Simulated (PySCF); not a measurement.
Br₂, charge -1, doublet, at a GFN2-xTB geometry (a state made from the parent by changing its charge; the spin is typed, not shown lowest); PySCF with B3LYP/cc-pVTZ.

PySCF was given this input:
```python
from pyscf import gto, scf, dft

mol = gto.Mole()
mol.atom = '''
    Br   -0.00000000   -0.00000000   -1.52077587
    Br    0.00000000    0.00000000    1.52077587
'''
mol.basis = 'cc-pvtz'
mol.charge = -1
mol.spin = 1
mol.verbose = 4
mol.build()

mf = dft.UKS(mol)
mf.xc = 'b3lyp'
mf.kernel()
```

What the program printed (banner, timings and long lists left out):

```
PySCF version 2.14.0

[INPUT] verbose = 4
[INPUT] num. atoms = 2
[INPUT] num. electrons = 71
[INPUT] charge = -1
[INPUT] spin (= nelec alpha-beta = 2S) = 1
[INPUT] symmetry False subgroup None
[INPUT] Mole.unit = angstrom
[INPUT] Symbol           X                Y                Z      unit          X                Y                Z       unit  Magmom
[INPUT]  1 Br     0.000000000000   0.000000000000  -1.520775870000 AA    0.000000000000   0.000000000000  -2.873849891147 Bohr   0.0
[INPUT]  2 Br     0.000000000000   0.000000000000   1.520775870000 AA    0.000000000000   0.000000000000   2.873849891147 Bohr   0.0

nuclear repulsion = 213.12873782545
number of shells = 20
number of NR pGTOs = 222
number of NR cGTOs = 86
basis = cc-pvtz
ecp = {}

******** <class 'pyscf.dft.uks.UKS'> ********
method = UKS
initial guess = minao
damping factor = 0
level_shift factor = 0
DIIS = <class 'pyscf.scf.diis.CDIIS'>
diis_start_cycle = 1
diis_space = 8
diis_damp = 0
SCF conv_tol = 1e-09
SCF conv_tol_grad = None
SCF max_cycles = 50
direct_scf = True
direct_scf_tol = 1e-13
number electrons alpha = 36  beta = 35
XC library pyscf.dft.libxc version 7.1.2
    S. Lehtola, C. Steigemann, M. J. T. Oliveira, and M. A. L. Marques,  SoftwareX 7, 1–5 (2018)
XC functionals = b3lyp
    P. J. Stephens, F. J. Devlin, C. F. Chabalowski, and M. J. Frisch,  J. Phys. Chem. 98, 11623 (1994)
radial grids:
    Treutler-Ahlrichs [JCP 102, 346 (1995); DOI:10.1063/1.469408] (M4) radial grids

becke partition: Becke, JCP 88, 2547 (1988); DOI:10.1063/1.454033
pruning grids: <function nwchem_prune>
grids dens level: 3
symmetrized grids: False
atomic radii adjust function: <function treutler_atomic_radii_adjust>
small_rho_cutoff = 0
Set gradient conv threshold to 3.16228e-05
tot grids = 40848
init E= -5146.23435404064

cycle= 1 E= -5148.5334051385  delta_E= -2.3  |g|= 0.194  |ddm|= 0.909
cycle= 2 E= -5148.54699939167  delta_E= -0.0136  |g|= 0.106  |ddm|= 0.462
cycle= 3 E= -5148.55397756379  delta_E= -0.00698  |g|= 0.0485  |ddm|= 0.173
cycle= 4 E= -5148.55479078263  delta_E= -0.000813  |g|= 0.00295  |ddm|= 0.0321
cycle= 5 E= -5148.55479587521  delta_E= -5.09e-06  |g|= 0.0017  |ddm|= 0.00392
cycle= 6 E= -5148.55479728442  delta_E= -1.41e-06  |g|= 0.000227  |ddm|= 0.00133
cycle= 7 E= -5148.55479731188  delta_E= -2.75e-08  |g|= 1.5e-05  |ddm|= 0.000226
cycle= 8 E= -5148.55479731204  delta_E= -1.66e-10  |g|= 1.56e-06  |ddm|= 2.06e-05
Extra cycle  E= -5148.55479731203  delta_E= 1.64e-11  |g|= 1.09e-06  |ddm|= 3.06e-06
converged SCF energy = -5148.55479731203  <S^2> = 0.75277245  2S+1 = 2.0027705
```
